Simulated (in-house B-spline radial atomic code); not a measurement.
**Ionising W with different functionals**

Computed with a radial B-spline atomic code at the basis-set limit: scalar-relativistic (spin-free X2C) Hamiltonian, Fermi nucleus of rms radius 5.3658 fm, spin-polarised at highest spin, spherical fractional occupations for the functionals, the average over the highest-spin determinants for Hartree-Fock. The ionisation energy is the difference of two self-consistent energies, [Xe] 4f14 5d4 6s2 → [Xe] 4f14 5d4 6s1, without Breit or QED terms; ε is the level of the shell that loses the electron (its least bound occupied spin orbital). There is no spin-orbit coupling in this Hamiltonian.

Hybrids are left out here: with spherical fractional occupations of an open shell their exact exchange keeps a self-interaction that integer-occupation calculations don't have.

```json
{"method": "Hartree-Fock", "rung": "Hartree-Fock", "ΔSCF (eV)": "5.85", "-ε(6s) (eV)": "6.03"}
{"method": "LDA VWN5", "rung": "LDA", "ΔSCF (eV)": "7.94", "-ε(6s) (eV)": "5.06"}
{"method": "LDA PW92", "rung": "LDA", "ΔSCF (eV)": "7.95", "-ε(6s) (eV)": "5.07"}
{"method": "LDA exchange-only", "rung": "LDA", "ΔSCF (eV)": "6.27", "-ε(6s) (eV)": "3.76"}
{"method": "PBE", "rung": "GGA", "ΔSCF (eV)": "7.52", "-ε(6s) (eV)": "4.75"}
{"method": "PBEsol", "rung": "GGA", "ΔSCF (eV)": "7.47", "-ε(6s) (eV)": "4.77"}
{"method": "BLYP", "rung": "GGA", "ΔSCF (eV)": "7.85", "-ε(6s) (eV)": "4.87"}
{"method": "RPBE", "rung": "GGA", "ΔSCF (eV)": "7.44", "-ε(6s) (eV)": "4.64"}
{"method": "PW91", "rung": "GGA", "ΔSCF (eV)": "7.57", "-ε(6s) (eV)": "4.80"}
{"method": "BP86", "rung": "GGA", "ΔSCF (eV)": "7.74", "-ε(6s) (eV)": "4.96"}
{"method": "AM05", "rung": "GGA", "ΔSCF (eV)": "7.47", "-ε(6s) (eV)": "4.72"}
{"method": "OLYP", "rung": "GGA", "ΔSCF (eV)": "7.45", "-ε(6s) (eV)": "4.44"}
{"method": "TPSS", "rung": "meta-GGA", "ΔSCF (eV)": "7.36", "-ε(6s) (eV)": "4.64"}
{"method": "SCAN", "rung": "meta-GGA", "ΔSCF (eV)": "7.35", "-ε(6s) (eV)": "5.02"}
{"method": "r2SCAN", "rung": "meta-GGA", "ΔSCF (eV)": "7.15", "-ε(6s) (eV)": "4.84"}
{"method": "revTPSS", "rung": "meta-GGA", "ΔSCF (eV)": "7.36", "-ε(6s) (eV)": "4.68"}
```

(1) How do they compare with the NIST value?

Answers

(1) NIST lists 7.864 eV (measured, ground level to ground level). Errors run from -2.02 to +0.08 eV; BLYP is closest (-0.02 eV), but part of that can be cancellation, since the calculations leave out spin-orbit coupling, Breit-QED terms, multiplet and fine-structure energies. Hartree-Fock also lacks correlation.
